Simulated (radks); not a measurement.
Results of a calculation; reference values are marked as such.
Mn XIII, 13 electrons, occupied as [Ne] 3s2 3p1. Level of theory: scalar-relativistic Kohn-Sham, PBE, spin-polarised, spherical densities, finite nucleus; open shells are filled with parallel spins first; Fermi nuclear charge, rms radius 3.7057 fm (a radial shooting solver on a logarithmic mesh with Libxc functionals).

X-ray form factor f0, the Fourier transform of the density (f0(0) = 13):

sin(theta)/lambda (1/angstrom),f0 (electrons)
0.05,12.955
0.1,12.822
0.15,12.607
0.2,12.320
0.25,11.973
0.3,11.580
0.4,10.711
0.5,9.818
0.6,8.976
0.8,7.567
1,6.490
1.25,5.390
1.5,4.423
2,2.900
